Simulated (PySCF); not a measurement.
C4H6 (SMILES C1[C@H]2C[C@@H]12), singlet, geometry from GFN2-xTB; HF/6-31G* (PySCF).

PySCF was given this input:
```python
from pyscf import gto, scf

mol = gto.Mole()
mol.atom = '''
    C    -0.007842    1.116112    0.310818
    C     0.004371   -1.108774    0.336119
    C     0.742341    0.000166   -0.343776
    C    -0.738611   -0.008053   -0.351627
    H    -0.013937    1.179930    1.393777
    H    -0.010593    2.081333   -0.180528
    H    -0.001158   -1.148012    1.420250
    H     0.012276   -2.084891   -0.133150
    H     1.500095   -0.004239   -1.096854
    H    -1.488242   -0.020823   -1.112697
'''
mol.basis = '6-31g*'
mol.charge = 0
mol.spin = 0
mol.verbose = 4
mol.build()

mf = scf.RHF(mol)
mf.kernel()
```

**Question.** What does PySCF print? Leave out banner, timings and long lists.

**Answer.** 
```
PySCF version 2.14.0

[INPUT] verbose = 4
[INPUT] num. atoms = 10
[INPUT] num. electrons = 30
[INPUT] charge = 0
[INPUT] spin (= nelec alpha-beta = 2S) = 0
[INPUT] symmetry False subgroup None
[INPUT] Mole.unit = angstrom
[INPUT] Symbol           X                Y                Z      unit          X                Y                Z       unit  Magmom
[INPUT]  1 C     -0.007842000000   1.116112000000   0.310818000000 AA   -0.014819232269   2.109146004341   0.587360894585 Bohr   0.0
[INPUT]  2 C      0.004371000000  -1.108774000000   0.336119000000 AA    0.008259992890  -2.095279194039   0.635172855263 Bohr   0.0
[INPUT]  3 C      0.742341000000   0.000166000000  -0.343776000000 AA    1.402821181036   0.000313694537  -0.649642488198 Bohr   0.0
[INPUT]  4 C     -0.738611000000  -0.008053000000  -0.351627000000 AA   -1.395772502591  -0.015217964481  -0.664478728002 Bohr   0.0
[INPUT]  5 H     -0.013937000000   1.179930000000   1.393777000000 AA   -0.026337112998   2.229744546158   2.633856808718 Bohr   0.0
[INPUT]  6 H     -0.010593000000   2.081333000000  -0.180528000000 AA   -0.020017868838   3.933149344019  -0.341148477815 Bohr   0.0
[INPUT]  7 H     -0.001158000000  -1.148012000000   1.420250000000 AA   -0.002188302852  -2.169428267714   2.683883528414 Bohr   0.0
[INPUT]  8 H      0.012276000000  -2.084891000000  -0.133150000000 AA    0.023198277905  -3.939872989571  -0.251617033486 Bohr   0.0
[INPUT]  9 H      1.500095000000  -0.004239000000  -1.096854000000 AA    2.834768710829  -0.008010549042  -2.072753658634 Bohr   0.0
[INPUT] 10 H     -1.488242000000  -0.020823000000  -1.112697000000 AA   -2.812369787075  -0.039349767092  -2.102692589625 Bohr   0.0

nuclear repulsion = 116.89124734173
number of shells = 36
number of NR pGTOs = 132
number of NR cGTOs = 68
basis = 6-31g*
ecp = {}

******** <class 'pyscf.scf.hf.RHF'> ********
method = RHF
initial guess = minao
damping factor = 0
level_shift factor = 0
DIIS = <class 'pyscf.scf.diis.CDIIS'>
diis_start_cycle = 1
diis_space = 8
diis_damp = 0
SCF conv_tol = 1e-09
SCF conv_tol_grad = None
SCF max_cycles = 50
direct_scf = True
direct_scf_tol = 1e-13
Set gradient conv threshold to 3.16228e-05
Initial guess from minao.
init E= -156.182407169561
  HOMO = -0.228900599255248  LUMO = 0.172193802660995  gap/eV = 10.91433
cycle= 1 E= -154.829961334956  delta_E= 1.35  |g|= 0.323  |ddm|= 2.75
  HOMO = -0.372226780817443  LUMO = 0.245011946535731  gap/eV = 16.79592
cycle= 2 E= -154.867166779755  delta_E= -0.0372  |g|= 0.0889  |ddm|= 0.345
  HOMO = -0.346174216217374  LUMO = 0.263081185847708  gap/eV = 16.57868
cycle= 3 E= -154.869737251788  delta_E= -0.00257  |g|= 0.0328  |ddm|= 0.113
  HOMO = -0.357523572953724  LUMO = 0.259775448422968  gap/eV = 16.79756
cycle= 4 E= -154.870042527389  delta_E= -0.000305  |g|= 0.00382  |ddm|= 0.0387
  HOMO = -0.357104988067437  LUMO = 0.25980880076374  gap/eV = 16.78708
cycle= 5 E= -154.870047911902  delta_E= -5.38e-06  |g|= 0.000846  |ddm|= 0.00744
  HOMO = -0.357153189388955  LUMO = 0.259850311559199  gap/eV = 16.78952
cycle= 6 E= -154.870048274108  delta_E= -3.62e-07  |g|= 0.000221  |ddm|= 0.00226
  HOMO = -0.357130562734073  LUMO = 0.25986667637548  gap/eV = 16.78935
cycle= 7 E= -154.87004829687  delta_E= -2.28e-08  |g|= 6.47e-05  |ddm|= 0.00061
  HOMO = -0.357130493641654  LUMO = 0.259868094641249  gap/eV = 16.78939
cycle= 8 E= -154.870048299209  delta_E= -2.34e-09  |g|= 1.34e-05  |ddm|= 0.000228
  HOMO = -0.357130899547966  LUMO = 0.259868208994034  gap/eV = 16.78940
cycle= 9 E= -154.870048299307  delta_E= -9.8e-11  |g|= 2.05e-06  |ddm|= 5.02e-05
  HOMO = -0.357130784923041  LUMO = 0.259868239378608  gap/eV = 16.78940
Extra cycle  E= -154.870048299311  delta_E= -3.3e-12  |g|= 7.65e-07  |ddm|= 5.68e-06
converged SCF energy = -154.870048299311
```
